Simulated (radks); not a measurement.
Results of a calculation; reference values are marked as such.
Q: The mean radii <r> (bohr) of the occupied orbitals of an atom or ion are listed with their occupations. Code: a radial shooting solver on a logarithmic mesh with Libxc functionals. Model: scalar-relativistic Kohn-Sham, PBE, spin-polarised, spherical densities, point nucleus.

| orbital | occ. | <r> |
|---|---|---|
| 1s | 2 | 0.04700 |
| 2s | 2 | 0.2100 |
| 2p | 6 | 0.1837 |
| 3s | 2 | 0.6237 |
| 3p | 6 | 0.6456 |
| 3d | 10 | 0.7169 |

Name the element and its charge. Open shells, if any, are filled with parallel spins first.

A: Z = 32, germanium, charge +4: Ge4+ in [Ar] 3d10. The 1s radius gives Z: for a bare nucleus <r> = (2 gamma + 1)/(2Z) with gamma = sqrt(1 - (Z/c)^2), 0.04601 bohr for Z = 32, and screening makes it slightly larger (0.04700 here). The occupations add up to 28, and the charge is Z minus that.
